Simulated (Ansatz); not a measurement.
Species: TlI (charge 0, singlet). 
Geometry from a B3LYP-D3(BJ)/def2-TZVP (Ansatz, an electronic-structure program) optimisation:
```
Tl
I 1 2.8762
```
Charge 0, spin multiplicity 1.

Computed values are from Ansatz. Cores are frozen in the correlated levels unless marked. Open shells are spin-unrestricted. No spin-orbit coupling. The frozen core is the preceding noble-gas configuration, with the filled d and f shells of earlier blocks. Past Kr the def2 sets carry scalar-relativistic core potentials. CBS(X,Y): correlation extrapolated as X^-3; Hartree-Fock from the larger set.

Task: What is the atomisation energy De at CCSD(T)/CBS(def2-TZVPPD,def2-QZVPPD)?

Result: 345.7 kJ/mol.

Task: What is the T1 diagnostic at CCSD/def2-QZVPPD?

Result: 0.011.

Task: What is the dipole moment at CCSD(T)/def2-SVPD?

Result: 4.74 D.

Task: What is the vertical ionisation energy (to the doublet) at CCSD(T)/CBS(def2-TZVPPD,def2-QZVPPD)?

Result: 8.86 eV.

Task: What is the total energy at CCSD(T)/CBS(def2-TZVPPD,def2-QZVPPD)?

Result: -468.5118 Eh.
